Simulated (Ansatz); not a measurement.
Consider the substitution at a C–C bond: `C=C(C)[CH]1[O][AlH]1` + H–F → `F[CH]1[O][AlH]1` + `C=CC`.

Gas-phase electronic energies from Ansatz, PBE0-D4/def2-TZVP geometries. CCSD(T)/CBS adds triple-zeta CCSD(T) − MP2 to the extrapolated MP2 energy (def2 sets, frozen cores). This one scheme is used for every species. DFT in def2-TZVPP. B3LYP here is the variant with VWN-RPA as its local correlation; programs differ in this. Each species was taken in one conformer, which may not be the lowest.

| level | ΔE (kJ/mol) | difference from CCSD(T)/CBS |
| --- | --- | --- |
| PBE-D4 | 43.4 | -12.2 |
| r2SCAN-D4 | 43.3 | -12.3 |
| PBE0-D4 | 49.2 | -6.4 |
| B3LYP-D4 | 41.4 | -14.2 |
| ωB97X-V | 38.0 | -17.6 |
| ωB97M-V | 41.7 | -13.9 |
| B2PLYP | 40.8 | -14.8 |
| PBE | 34.6 | -21.0 |
| r2SCAN | 40.8 | -14.8 |
| PBE0 | 41.4 | -14.2 |
| B3LYP | 27.5 | -28.1 |
| HF/def2-TZVPP | 24.1 | -31.5 |
| MP2/def2-TZVPP | 67.9 | 12.3 |
| SCS-MP2/def2-TZVPP | 54.7 | -0.9 |
| CCSD/def2-TZVPP | 48.8 | -6.8 |
| CCSD(T)/def2-TZVPP | 52.7 | -2.9 |
| HF/def2-QZVPP | 23.9 | -31.7 |
| MP2/def2-QZVPP | 69.4 | 13.8 |
| SCS-MP2/def2-QZVPP | 56.3 | 0.7 |
| HF/CBS(def2) | 23.9 | -31.7 |
| MP2/CBS(def2) | 70.7 | 15.1 |
| CCSD/CBS(def2) | 51.7 | -3.9 |
| CCSD(T)/CBS | 55.6 | 0 |

Largest T1 diagnostic among the species: 0.017.

In def2-TZVPP, CCSD(T) changes the Hartree–Fock value by +28.6 kJ/mol (the triples alone add +3.9 kJ/mol) and MP2 by +43.8 kJ/mol. From PBE to PBE0 (25 % exact exchange), in def2-TZVPP and without D4, ΔE moves by +6.8 kJ/mol. The D4 term adds +13.9 kJ/mol with B3LYP and +7.8 kJ/mol with PBE0; it sums over pairs of atoms, weighted by their polarisabilities, and B3LYP, whose exchange is more repulsive, gets the larger term.
